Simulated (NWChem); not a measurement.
Molecule: C2H6OSi2; SMILES C1[SiH2][SiH2]OC=1

```xyz
11

C      1.5714    -0.3605     0.0000
C      1.2555     0.9520     0.0000
Si    -0.5674     1.3468     0.0000
Si    -0.9889    -0.9589     0.0000
O      0.6825    -1.3711     0.0000
H      2.6061    -0.7258     0.0000
H      2.0738     1.6765     0.0000
H     -1.0490     2.0832    -1.2103
H     -1.0490     2.0832     1.2103
H     -1.6071    -1.5641    -1.2150
H     -1.6071    -1.5641     1.2150
```
Atoms are numbered in this order, from 1.

Results from NWChem. Pople sets run with spherical d functions. All runs use the structure optimised with PBE0/def2-SVP. Level BLYP/6-31G*: energy and gradient; each run changes one setting, and changes count from the defaults (medium grid, exact Coulomb integrals, symmetry on).

**Question.** Which setting moves the energy most, and by about how much (Becke weights; tight SCF thresholds and tolerances; coarse grid; Coulomb fitting, Ahlrichs set; defaults)?

**Answer.** Coulomb fitting, Ahlrichs set, by about 600 μHa.
```csv
setting,size of the energy change (μHa),largest change of a gradient component (μHa/bohr),"time, defaults = 1 (rough)"
defaults,< 10,< 30,about 1
tight SCF thresholds and tolerances,< 10,< 30,about 1
Becke weights,20,50,about 1
coarse grid,100,300,about 1
"Coulomb fitting, Ahlrichs set",600,80,0.3
```
